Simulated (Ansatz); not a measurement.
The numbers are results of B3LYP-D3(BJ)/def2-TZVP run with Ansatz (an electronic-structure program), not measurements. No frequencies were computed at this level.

Ansatz 0.2 input:
```yaml
crystal:
  periodic: [false, false, false]
  atoms:
    - { symbol: C, position_ang: [0.96103, -1.219574, 0.255794] }
    - { symbol: C, position_ang: [0.847814, 0.23522, -0.076091] }
    - { symbol: C, position_ang: [2.081551, 0.907, -0.262657] }
    - { symbol: N, position_ang: [3.073416, 1.462863, -0.416274] }
    - { symbol: C, position_ang: [-0.292802, 0.923669, -0.205004] }
    - { symbol: Si, position_ang: [-2.037505, 0.24106, -0.002708] }
    - { symbol: H, position_ang: [1.534689, -1.349952, 1.173833] }
    - { symbol: H, position_ang: [1.490332, -1.74439, -0.539998] }
    - { symbol: H, position_ang: [-0.023474, -1.661066, 0.382884] }
    - { symbol: H, position_ang: [-0.203021, 1.976109, -0.449562] }
    - { symbol: H, position_ang: [-2.967238, 1.344938, -0.232687] }
    - { symbol: H, position_ang: [-2.262636, -0.826601, -0.981077] }
    - { symbol: H, position_ang: [-2.202155, -0.289274, 1.353546] }
basis:
  gaussian: { orbitals: def2-tzvp }
hamiltonian:
  xc: b3lyp
  dispersion: d3bj
relax:
  max_steps: 150
```

Output:

```
Functional definition: B3LYP
1444 factors; their error is unknown
mean field evaluation 1: about -13621.8554 eV, gradient 6.6e1 eV
mean field evaluation 2: about -13617.7206 eV, gradient 7.6e1 eV
mean field evaluation 4: about -13631.5507 eV, gradient 8.2e0 eV
mean field evaluation 8: about -13631.6979 eV, gradient 3.6e-1 eV
mean field evaluation 16: about -13631.7202 eV, gradient 6.6e-3 eV
mean field -13631.72023313 eV, -500.9564786558 hartree, gradient 4.1e-5 eV, S^2 0.000000; 0 other end points of the search recorded, 0 dependent functions left out
reference -13631.72053359 eV, -500.9564896975 hartree; 26, 26 occupied and 208, 208 virtual orbitals, 1444 factors
relax step   1: F+E_penalty+E_count = -13632.27330452 eV  Δ(F+E_penalty+E_count) = +0.000e0 eV  max|allowed force component| = 6.374e-1 eV/Å  Δτ_max = 0.0000 Å  (32 SCF iters, accepted)
these checks for a lower state are left out or cut short: starts, cluster_reference, orbital_swaps, neighbouring_geometries, increment
1444 factors; their error is unknown
mean field -13631.74375549 eV, -500.9573430863 hartree, gradient 2.3e-5 eV, S^2 0.000000; 0 other end points of the search recorded, 0 dependent functions left out
reference -13631.74405646 eV, -500.9573541470 hartree; 26, 26 occupied and 208, 208 virtual orbitals, 1444 factors
relax step   2: F+E_penalty+E_count = -13632.29464795 eV  Δ(F+E_penalty+E_count) = -2.134e-2 eV  max|allowed force component| = 2.217e-1 eV/Å  Δτ_max = 0.0258 Å  (34 SCF iters, accepted)
these checks for a lower state are left out or cut short: starts, cluster_reference, orbital_swaps, neighbouring_geometries, increment
1444 factors; their error is unknown
mean field evaluation 32: about -13631.7464 eV, gradient 2.4e-4 eV
mean field -13631.74637419 eV, -500.9574393219 hartree, gradient 2.0e-5 eV, S^2 0.000000; 0 other end points of the search recorded, 0 dependent functions left out
reference -13631.74667523 eV, -500.9574503848 hartree; 26, 26 occupied and 208, 208 virtual orbitals, 1444 factors
relax step   3: F+E_penalty+E_count = -13632.29724373 eV  Δ(F+E_penalty+E_count) = -2.596e-3 eV  max|allowed force component| = 8.926e-2 eV/Å  Δτ_max = 0.0099 Å  (35 SCF iters, accepted)
these checks for a lower state are left out or cut short: starts, cluster_reference, orbital_swaps, neighbouring_geometries, increment
1444 factors; their error is unknown
mean field -13631.74659996 eV, -500.9574476189 hartree, gradient 2.0e-5 eV, S^2 0.000000; 0 other end points of the search recorded, 0 dependent functions left out
reference -13631.74690091 eV, -500.9574586786 hartree; 26, 26 occupied and 208, 208 virtual orbitals, 1444 factors
relax step   4: F+E_penalty+E_count = -13632.29759719 eV  Δ(F+E_penalty+E_count) = -3.535e-4 eV  max|allowed force component| = 5.000e-2 eV/Å  Δτ_max = 0.0075 Å  (34 SCF iters, accepted)
these checks for a lower state are left out or cut short: starts, cluster_reference, orbital_swaps, neighbouring_geometries, increment
1444 factors; their error is unknown
mean field -13631.74652009 eV, -500.9574446836 hartree, gradient 2.0e-5 eV, S^2 0.000000; 0 other end points of the search recorded, 0 dependent functions left out
reference -13631.74682076 eV, -500.9574557332 hartree; 26, 26 occupied and 208, 208 virtual orbitals, 1444 factors
relax step   5: F+E_penalty+E_count = -13632.29796883 eV  Δ(F+E_penalty+E_count) = -3.716e-4 eV  max|allowed force component| = 6.948e-2 eV/Å  Δτ_max = 0.0239 Å  (33 SCF iters, accepted)
these checks for a lower state are left out or cut short: starts, cluster_reference, orbital_swaps, neighbouring_geometries, increment
1444 factors; their error is unknown
mean field -13631.74687002 eV, -500.9574575435 hartree, gradient 2.0e-5 eV, S^2 0.000000; 0 other end points of the search recorded, 0 dependent functions left out
reference -13631.74717079 eV, -500.9574685964 hartree; 26, 26 occupied and 208, 208 virtual orbitals, 1444 factors
relax step   6: F+E_penalty+E_count = -13632.29813749 eV  Δ(F+E_penalty+E_count) = -1.687e-4 eV  max|allowed force component| = 9.418e-3 eV/Å  Δτ_max = 0.0040 Å  (35 SCF iters, accepted)
1444 factors; their error is unknown
mean field evaluation 64: about -13621.9871 eV, gradient 6.6e1 eV
mean field -13631.74687002 eV, -500.9574575435 hartree, gradient 2.0e-5 eV, S^2 0.000000; 1 other end points of the search recorded, 0 dependent functions left out
reference -13631.74717079 eV, -500.9574685964 hartree; 26, 26 occupied and 208, 208 virtual orbitals, 1444 factors
Total energy: -13632.29843826 eV, -500.9777273023 hartree
Atom 0 at     0.954161    -1.210292     0.253773 Å, force    -0.000699    -0.001589    -0.000675 eV/Å
Atom 1 at     0.845497     0.251870    -0.079911 Å, force    -0.001460    -0.001056     0.000572 eV/Å
Atom 2 at     2.099982     0.923688    -0.267024 Å, force     0.003284     0.007138    -0.001434 eV/Å
Atom 3 at     3.122680     1.435697    -0.411371 Å, force    -0.009418    -0.004434     0.001232 eV/Å
Atom 4 at    -0.298296     0.941164    -0.208847 Å, force     0.002281     0.002385     0.000545 eV/Å
Atom 5 at    -2.023868     0.242723    -0.003422 Å, force     0.008435    -0.007952     0.001369 eV/Å
Atom 6 at     1.525345    -1.351182     1.173694 Å, force     0.003960     0.000170    -0.000706 eV/Å
Atom 7 at     1.481084    -1.745265    -0.539014 Å, force     0.004169     0.000070     0.000559 eV/Å
Atom 8 at    -0.026873    -1.663422     0.383349 Å, force    -0.009083    -0.000029     0.000420 eV/Å
Atom 9 at    -0.209941     1.995166    -0.453280 Å, force     0.001432     0.003488    -0.001761 eV/Å
Atom 10 at    -2.997768     1.332096    -0.229377 Å, force     0.004101     0.000973    -0.000132 eV/Å
Atom 11 at    -2.266189    -0.845698    -0.979332 Å, force    -0.003407     0.000390     0.000257 eV/Å
Atom 12 at    -2.205814    -0.306542     1.360761 Å, force    -0.003594     0.000445    -0.000245 eV/Å
Dipole moment:    -0.621802    -0.392683     0.106564 e Å
```

Cost: very roughly 2.0 core-minutes.
